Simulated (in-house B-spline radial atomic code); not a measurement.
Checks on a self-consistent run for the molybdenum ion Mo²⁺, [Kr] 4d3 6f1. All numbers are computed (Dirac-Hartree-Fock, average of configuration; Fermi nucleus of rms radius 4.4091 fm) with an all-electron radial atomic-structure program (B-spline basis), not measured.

| orbital | q | ε (Eh) | <1/r> | <r²> | small-component weight |
| --- | --- | --- | --- | --- | --- |
| 1s1/2 | 2 | -740.58181 | 43.5519 | 0.0016679 | 0.023472 |
| 2s1/2 | 2 | -108.33676 | 9.93872 | 0.0276837 | 0.004837 |
| 2p1/2 | 2 | -99.40603 | 9.87888 | 0.0210169 | 0.0048099 |
| 2p3/2 | 4 | -95.46536 | 9.41171 | 0.022369 | 0.0046546 |
| 3s1/2 | 2 | -20.58077 | 3.40966 | 0.207744 | 0.0012962 |
| 3p1/2 | 2 | -17.12871 | 3.30053 | 0.206528 | 0.0012366 |
| 3p3/2 | 4 | -16.45535 | 3.19132 | 0.216228 | 0.0011973 |
| 3d3/2 | 4 | -10.38569 | 2.98751 | 0.203685 | 0.0010717 |
| 3d5/2 | 6 | -10.25981 | 2.95876 | 0.206903 | 0.0010597 |
| 4s1/2 | 2 | -4.02008 | 1.22226 | 1.37652 | 0.00027711 |
| 4p1/2 | 2 | -2.91514 | 1.11146 | 1.6382 | 0.00023705 |
| 4p3/2 | 4 | -2.81509 | 1.0825 | 1.70947 | 0.00022873 |
| 4d3/2 | 1.2 | -1.34810 | 0.813243 | 2.99932 | 0.00013839 |
| 4d5/2 | 1.8 | -1.33869 | 0.806301 | 3.04338 | 0.00013644 |
| 6f5/2 | 0.42857 | -0.12894 | 0.0918518 | 267.589 | 4.154e-06 |
| 6f7/2 | 0.57143 | -0.12898 | 0.0919063 | 267.41 | 4.1596e-06 |

Electron-electron repulsion V_ee = 1493.4931 hartree.

What total energy follows from the eigenvalues?

The eigenvalues count the repulsion twice, so E = Σqε - V_ee = -2552.140 - 1493.493 = -4045.633 hartree; the run printed -4045.633.

Does the Dirac virial theorem hold?

For a point nucleus E = -2c²Σq·w, with w the small-component weight. Here Σq·w = 0.10771 and c = 137.0360, so the ratio E/(-2c²Σq·w) is 1.000027; the finite nucleus accounts for the departure from 1.

What diamagnetic shielding (Lamb formula) and susceptibility (Langevin formula) do the radii give?

σ = (α²/3)Σq<1/r> = 231.791/(3·137.036²) = 4114.4 ppm, and χ = -0.79199×10⁻⁶·Σq<r²> = -232.3×10⁻⁶ cm³/mol with Σq<r²> = 293.37 bohr². Both are non-relativistic formulas without the paramagnetism of open shells.
